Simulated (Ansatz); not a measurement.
Cost and result for the atomization energy of `C1[O][Zn][S]1` (6 atoms, 6 bonds).

Total charge 0; spin multiplicity 1. For Zn the d shell is correlated and the shells below it are frozen. Scalar relativity is left out up to krypton. The structure was optimised at the PBE0-D4/def2-TZVP level. Program: Ansatz. All runs use 2 threads of an AMD EPYC 7B13 on a shared host. Times are those of one run each, without the atoms' runs, and a repeat can differ threefold. Electronic energies, without spin–orbit coupling; frozen cores. CCSD(T)/CBS adds CCSD(T) − MP2 in def2-TZVPP to the MP2 limit, and its time is that of the two runs behind it. T1 = 0.020. With those shells the extrapolation isn't a true limit.

CCSD(T)/CBS is a level of theory with its own doubt, some kJ/mol a heavy atom from the limit and from the frozen cores, so smaller differences don't rank the functionals.

```csv
level,functions,wall time,atomization (kcal/mol),difference from CCSD(T)/CBS,per bond
LDA (SPW92)/def2-TZVPP,196,1.7 s,529.7,91.5,15.2
revPBE-D4/def2-TZVPP,196,2.6 s,439.2,1.0,0.2
BLYP-D4/def2-TZVPP,196,2.7 s,432.8,-5.4,-0.9
PBE-D4/def2-TZVPP (with forces),196,3 s,455.5,17.3,2.9
CCSD(T)/def2-SVP,87,3.8 s,399.0,-39.2,-6.5
BHLYP-D4/def2-TZVPP,196,4 s,406.9,-31.3,-5.2
B2PLYP/def2-TZVPP,196,6.5 s,427.8,-10.4,-1.7
PBE-QIDH/def2-TZVPP,196,6.5 s,436.3,-1.9,-0.3
B97M-V/def2-TZVPP,196,8.5 s,437.1,-1.1,-0.1
ωB97X-V/def2-TZVPP,196,8.5 s,439.2,1.0,0.2
MP2/def2-QZVPP,344,18 s,450.3,12.1,2.0
CCSD(T)/def2-TZVPP,196,75 s,420.9,-17.3,-2.9
CCSD(T)/CBS(def2),–,92 s,438.2,0.0,0.0
```

From r2SCAN to r2SCAN0 (25 % exact exchange), in def2-TZVPP and without D4, the atomization energy moves by −14.7 kcal/mol: exact exchange takes away binding that semilocal exchange gives to molecules. Leaving LDA and LC-ωPBE aside and taking each functional with its dispersion term where it has one, the values spread over 48.6 kcal/mol, from BHLYP-D4 to PBE-D4. LDA lies +77.5 kcal/mol from PBE without D4, its usual overbinding. At CCSD(T), def2-SVP lies −39.2 kcal/mol from the extrapolated value and def2-TZVPP −17.2 kcal/mol: correlation converges slowly with the basis, and small sets miss more of it in the bonded molecule than in its fragments.
